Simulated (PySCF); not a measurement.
H₂MoO₄, multiplicity 1. Atoms are numbered in the order given.

```xyz
7

Mo     0.0000     0.0000    -0.0363
O      0.0000     1.3519    -1.0663
O      0.0000    -1.3519    -1.0663
O      1.5245     0.0000     1.0626
H      2.4607     0.0000     0.7919
O     -1.5245     0.0000     1.0626
H     -2.4607     0.0000     0.7919
```

Geometry: PBE-D3(BJ)/def2-SVP. The geometry has at least one imaginary mode, so it is a saddle point at that level. The spin state was assumed, not searched. The isomer is the one that the SMILES or the coordinates give; other isomers of the formula were not compared. The def2 effective core potentials stand for the cores of Mo; spin–orbit coupling is left out. Other conformers were not sampled.

All values below come from M06-2X/def2-TZVP (PySCF).

ESP charges are fitted to the potential on shells at 1.4 to 2.0 van der Waals radii. Atomic charges (e):

```json
[
 {"atom": "Mo1", "ESP fit": "1.37", "Mulliken": "1.91", "Löwdin": "0.91"},
 {"atom": "O2", "ESP fit": "-0.47", "Mulliken": "-0.56", "Löwdin": "-0.31"},
 {"atom": "O3", "ESP fit": "-0.47", "Mulliken": "-0.56", "Löwdin": "-0.31"},
 {"atom": "O4", "ESP fit": "-0.64", "Mulliken": "-0.76", "Löwdin": "-0.34"},
 {"atom": "H5", "ESP fit": "0.43", "Mulliken": "0.38", "Löwdin": "0.19"},
 {"atom": "O6", "ESP fit": "-0.64", "Mulliken": "-0.76", "Löwdin": "-0.34"},
 {"atom": "H7", "ESP fit": "0.43", "Mulliken": "0.38", "Löwdin": "0.19"}
]
```
